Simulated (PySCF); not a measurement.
Excitations are Tamm–Dancoff values on a coarser integration grid. The basis has no diffuse functions, so Rydberg states are missing or too high.

**calicene `C1=CC(=C2C=C2)C=C1` (charge 0, multiplicity 1)**

These are ωB97X-D3(BJ)/def2-SVP // PBE-D3(BJ)/def2-SVP in PySCF values and carry that method's errors.

| Property | Value |
|---|---|
| HOMO | -7.79 eV |
| dipole moment | 4.81 D |
| LUMO | 1.08 eV |
| HOMO–LUMO gap | 8.87 eV |
| S1 excitation (TDA) | 4.44 eV |
| S1 oscillator strength | 0.043 |
| brightest of the four lowest singlets (TDA) | 5.27 eV |
| T1 excitation (TDA) | 2.83 eV |
| S1–T1 gap (TDA) | 1.60 eV |
| vertical ionisation energy (Delta-SCF) | 7.40 eV |
| total energy | -8387.73 eV |
| cost | around 5 core-minutes (rough) |

```xyz
14

C     -2.0693     0.1137    -0.9398
C     -0.7671     0.5296    -1.1163
C      0.0129     0.0017     0.0020
C      1.3489     0.1808     0.2103
C      2.5554    -0.0167     0.9648
C      2.6325     0.7120    -0.1561
C     -0.9027    -0.7528     0.8564
C     -2.1532    -0.6801     0.2813
H     -2.9160     0.3370    -1.6037
H     -0.3629     1.1417    -1.9328
H      3.0637    -0.4498     1.8345
H      3.2483     1.2958    -0.8506
H     -0.6182    -1.2723     1.7805
H     -3.0723    -1.1407     0.6695
```
